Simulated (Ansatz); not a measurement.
Sn₁₀H₁₆⁻, a cluster cut from cubic tin. Total charge -1; doublet. Geometry PBE-D4/def2-SVP; atoms count from 1.

```xyz
26

Sn   -0.903    1.902    1.698
Sn   -1.471    0.436   -2.867
Sn   -0.737   -2.857    1.237
Sn    2.662    0.066   -0.425
Sn   -1.447   -0.625    2.850
Sn   -1.891   -2.103   -1.370
Sn   -2.091    2.334   -0.834
Sn    1.889    2.094    1.371
Sn    1.374    0.556   -2.898
Sn    2.034   -2.414    0.785
H    -1.414    3.164    2.812
H    -1.925    1.319   -4.370
H    -0.778   -4.236    2.382
H     4.405    0.171   -0.641
H    -3.167   -0.645    3.185
H    -0.727   -0.612    4.447
H    -3.640   -2.327   -1.216
H    -1.514   -3.431   -2.479
H    -3.819    2.358   -0.538
H    -1.734    3.999   -1.249
H     2.357    3.672    0.781
H     2.726    1.934    2.897
H     2.048    2.062   -3.490
H     2.030   -0.637   -4.003
H     3.045   -2.534    2.212
H     2.687   -3.648   -0.274
```

In the def2 sets Sn takes a core potential; there is no spin–orbit coupling. Single mean-field runs in def2-TZVP are fitted with def2-universal-jkfit.

(1) Estimate the Mulliken populations from the PBE0/def2-TZVP orbitals of Ansatz.

(2) Where does the spin sit?

(3) And the Mayer bond orders between heavy atoms (over 0.3)?

Answers

(1) 
```tsv
atom	charge (e)	spin (α − β)
Sn1	0.04	0.00
Sn2	-0.06	0.20
Sn3	-0.05	0.19
Sn4	0.04	0.00
Sn5	0.05	0.00
Sn6	0.02	0.26
Sn7	0.05	0.00
Sn8	0.04	0.00
Sn9	0.05	0.00
Sn10	0.05	0.00
H11	-0.07	0.01
H12	-0.09	0.15
H13	-0.08	0.13
H14	-0.07	0.01
H15	-0.08	0.00
H16	-0.08	0.00
H17	-0.09	0.02
H18	-0.09	0.02
H19	-0.08	0.00
H20	-0.08	0.00
H21	-0.07	0.00
H22	-0.07	0.00
H23	-0.08	0.00
H24	-0.08	0.00
H25	-0.08	0.00
H26	-0.08	0.00
```
Mulliken values depend strongly on the basis.

(2) Summed by element: Sn 0.66, H 0.34, of 1 unpaired in all. Largest on single atoms: Sn6 0.26, Sn2 0.20, Sn3 0.19.

(3) Sn1–Sn5 0.85 (2.83 Å); Sn1–Sn7 0.85 (2.83 Å); Sn1–Sn8 0.86 (2.82 Å); Sn2–Sn6 0.63 (2.98 Å); Sn2–Sn7 0.86 (2.85 Å); Sn2–Sn9 0.86 (2.85 Å); Sn3–Sn5 0.86 (2.84 Å); Sn3–Sn6 0.67 (2.95 Å); Sn3–Sn10 0.86 (2.84 Å); Sn4–Sn8 0.86 (2.82 Å); Sn4–Sn9 0.85 (2.83 Å); Sn4–Sn10 0.85 (2.83 Å).
